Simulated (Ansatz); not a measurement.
Basis-set series for `[NH2][In]([F])[Br]`. Charge 0, multiplicity 1. In: def2 effective core potential. Geometry: relaxed with PBE0-D4/def2-TZVP. It is one conformer, not always the lowest.

Z-matrix (Å, degrees):
```
N
In 1 2.000
H 1 1.011 2 114.6
H 1 1.010 2 115.6 3 -128.8
F 2 1.942 1 116.9 3 -28.3
Br 2 2.437 1 127.8 3 159.1
```

```
functional       basis  functions  energy (Eh)  HOMO (eV)  LUMO (eV)
   PBE0-D4    def2-SVP         96  -2919.27955      -7.91      -1.99
   PBE0-D4  def2-TZVPP        188  -2919.80349      -8.14      -2.19
   ωB97M-V    def2-SVP         96  -2919.49011     -10.20      -0.02
   ωB97M-V  def2-TZVPP        188  -2920.01757     -10.46      -0.30
```

Give the rows for def2-QZVPP. (An estimate is asked.)

The calculation gave: 
```
functional       basis  functions  energy (Eh)  HOMO (eV)  LUMO (eV)
   PBE0-D4  def2-QZVPP        345  -2919.86757      -8.17      -2.25
   ωB97M-V  def2-QZVPP        345  -2920.07914     -10.49      -0.48
```

Scalar relativity is left out up to krypton.

Computed with Ansatz.
